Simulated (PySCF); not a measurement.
C₃H₇BO, SMILES C=CB(C)O.

Geometry: B3LYP-D3(BJ)/def2-SVP. The values are those of a single conformer.

The numbers are results of M06-2X/def2-TZVP (PySCF), not measurements.

Computed frontier levels, gap, dipole moment and polarisability:
* **highest occupied level**: -8.94 eV
* **lowest empty level**: 0.03 eV
* **orbital gap**: 8.97 eV
* **dipole moment**: 1.17 D
* **quadrupole, principal values (traceless, Buckingham form, about the centre of nuclear charge)**: -3.98, -2.66, 6.64 D·Å
* **mean static polarisability**: 53.7 bohr³ (7.96 Å³)
* **polarisability, principal values**: 38.5, 52.4, 70.2 bohr³
